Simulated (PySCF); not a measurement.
A calculated (UHF, PySCF 2.14, Sapporo-DZP-2012, scalar relativity by spin-free X2C-1e) atom or ion has these occupied shells.

| shell | electrons | orbital energy (eV) | rms radius, mean of both spins (bohr) |
| --- | --- | --- | --- |
| 1s α | 1 | -2207.1 | 0.120 |
| 1s β | 1 | -2206.8 | 0.120 |
| 2s α | 1 | -229.73 | 0.560 |
| 2s β | 1 | -229.48 | 0.560 |
| 2p α | 3 | -171.49 | 0.539 |
| 2p β | 3 | -171.00 | 0.539 |
| 3s α | 1 | -40.202 | 1.89 |
| 3s β | 1 | -37.257 | 1.89 |
| 3p α | 1 | -29.923 | 2.14 |

(1) Name the element and its charge.

## Answers

(1) P²⁺ (phosphorus, charge +2), in [Ne] 3s2 3p1, 2P determinant.
